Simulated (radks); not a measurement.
Results of a calculation; reference values are marked as such.
Excited configurations of C II: one electron is placed in a higher orbital outside [He] 2s2. The ground configuration is [He] 2s2 2p1. Level of theory: non-relativistic Kohn-Sham, r2SCAN, spin-unpolarised, spherical densities, point nucleus; meta-GGA in the generalised Kohn-Sham scheme (a radial shooting solver on a logarithmic mesh with Libxc functionals). Excitation = E - E(ground); binding = E(ion) - E, where the ion is the core of charge +2; n* = 2/sqrt(2 binding) in atomic units, and the quantum defect is n - n*.

| outer orbital | excitation (eV) | binding (eV) | quantum defect | <r> (bohr) |
|---|---|---|---|---|
| 3s | 14.077 | 9.654 | 0.626 | 4.262 |
| 3d | 17.795 | 5.935 | -0.028 | 5.094 |
| 4p | 19.621 | 4.109 | 0.361 | 9.445 |
| 6d | 22.141 | 1.589 | 0.148 | 24.57 |
| 7s | 22.358 | 1.372 | 0.702 | 30.34 |

The Delta-SCF ionisation energy is 23.730 eV (NIST Atomic Spectra Database: 24.383 eV, measured). Self-interaction in the functional shifts the binding energies and quantum defects, so they are the method's values and not measured ones. Spin polarisation and multiplet splitting are left out, so open shells lie too high by an amount that depends on their filling.

Beside tabulated values, note that spin-unpolarised runs miss the spin-polarisation part of the exchange energy of open shells.
